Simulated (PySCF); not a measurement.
The same groups moved round the core (azulene fluoro+boryl). Isolated molecules, 0 K electronic values unless said otherwise. One relaxed conformer stands for each flexible species; it need not be the lowest. Strings in code marks are SMILES.

The numbers are results of TPSSh-D3(BJ)/def2-TZVP // B3LYP-D3(BJ)/def2-SVP (PySCF), not measurements. All candidates: neutral, multiplicity 1. Excitations are Tamm–Dancoff values on a coarser integration grid. The basis has no diffuse functions, so Rydberg states are missing or too high.

The HOMO is -5.43 eV and the LUMO is -3.33 eV. The brightest of the four lowest singlets (TDA) is 4.06 eV.

Problem. Which member has these values?
(A) `Bc1ccc(F)cc2cccc1-2`
(B) `Bc1cc2cccc-2ccc1F`
(C) `Bc1cc(F)c2cccccc1-2`
(D) `Bc1ccc2c(F)ccccc1-2`

Solution. A, `Bc1ccc(F)cc2cccc1-2`. The others give `Bc1cc2cccc-2ccc1F`: -5.73 eV, -2.91 eV, 4.73 eV; `Bc1cc(F)c2cccccc1-2`: -5.63 eV, -2.93 eV, 4.74 eV; `Bc1ccc2c(F)ccccc1-2`: -5.83 eV, -2.81 eV, 4.82 eV
